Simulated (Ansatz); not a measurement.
Relaxation of C$_{2}$H$_{8}$BNOSi (14 atoms, charge 0, multiplicity 1), to a largest force component of 0.02 eV/Å in at most 50 steps.

All numbers below come from RKS PBE/6-31G* in Ansatz 0.2.0.

```xyz
14
Properties=species:S:1:pos:R:3:forces:R:3
B -1.733 -1.200 1.046 -1.35 0.58 0.36
Si -0.189 -1.344 -0.054 0.78 -0.68 -0.28
C 0.882 0.163 0.146 2.89 0.58 1.25
O 2.167 -0.014 -0.580 -1.39 -0.89 -0.01
C 0.206 1.397 -0.315 -1.41 2.21 0.08
N -0.090 1.591 -1.536 0.17 -1.06 -1.50
H -1.658 -1.027 2.209 -0.11 -0.04 0.75
H -2.808 -1.134 0.517 -0.28 -0.18 0.17
H -0.563 -1.460 -1.425 -0.18 -0.24 -1.49
H 0.551 -2.542 0.393 0.41 -0.44 0.13
H 1.141 0.248 1.266 -0.48 0.03 -1.01
H 2.767 0.649 -0.222 0.41 0.60 0.29
H -0.093 2.200 0.413 0.29 -0.56 0.44
H -0.594 2.444 -1.829 0.24 0.10 0.82
```

**Question.** Where does it end, and by what steps?

**Answer.** It converged. After 16 steps the energy has fallen by 1.063 eV; H12 moved furthest, 1.28 Å.

| step | energy less start (eV) | largest force component (eV/Å) | accepted |
| --- | --- | --- | --- |
| 0 | 0.0000 | 2.893 | yes |
| 1 | -0.3810 | 1.344 | yes |
| 2 | -0.5369 | 0.547 | yes |
| 3 | -0.5885 | 0.536 | yes |
| 4 | -0.6401 | 1.164 | yes |
| 5 | -0.7086 | 1.537 | yes |
| 6 | -0.8453 | 0.466 | yes |
| 7 | -0.9367 | 0.597 | yes |
| 8 | -0.9795 | 1.059 | yes |
| 9 | -0.9897 | 0.573 | yes |
| 10 | -1.0140 | 1.062 | yes |
| 11 | -1.0121 | 0.619 | no |
| 12 | -1.0594 | 0.132 | yes |
| 13 | -1.0591 | 0.162 | no |
| 14 | -1.0615 | 0.121 | yes |
| 15 | -1.0626 | 0.029 | yes |
| 16 | -1.0628 | 0.013 | yes |

```xyz
14
Properties=species:S:1:pos:R:3
B -1.889 -1.232 1.082
Si -0.174 -1.376 0.037
C 0.969 0.210 0.220
O 2.150 0.007 -0.524
C 0.214 1.411 -0.254
N 0.612 1.967 -1.342
H -1.865 -0.822 2.218
H -2.970 -1.520 0.631
H -0.319 -1.635 -1.434
H 0.640 -2.495 0.635
H 1.198 0.309 1.301
H 2.054 0.645 -1.282
H -0.659 1.730 0.350
H 0.026 2.770 -1.612
```

Whether the end is a true minimum wasn't checked by a vibrational analysis.

Run time: 36 s on 2 threads of Intel(R) Xeon(R) Platinum 8488C (Sapphire Rapids), with other jobs on the host, peak memory 0.2 GiB.
